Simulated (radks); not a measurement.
Values are calculated unless marked as measured or tabulated.
Ionisation of Be, [He] 2s2, to Be+, [He] 2s1, under several functionals. Non-relativistic Kohn-Sham, spin-unpolarised, spherical densities, point nucleus; a radial shooting solver on a logarithmic mesh with Libxc functionals. Known Delta-SCF values: exchange-only LDA 8.487 eV; r2SCAN 9.606 eV; OLYP 9.434 eV. What does LDA (Slater exchange, Perdew-Zunger correlation) give, and what is its highest occupied eigenvalue?

Answer. 9.518 eV by Delta-SCF; the 2s eigenvalue is -5.606 eV. NIST: 9.323 eV (measured).

Beside tabulated values, note that spin-unpolarised runs miss the spin-polarisation part of the exchange energy of open shells.
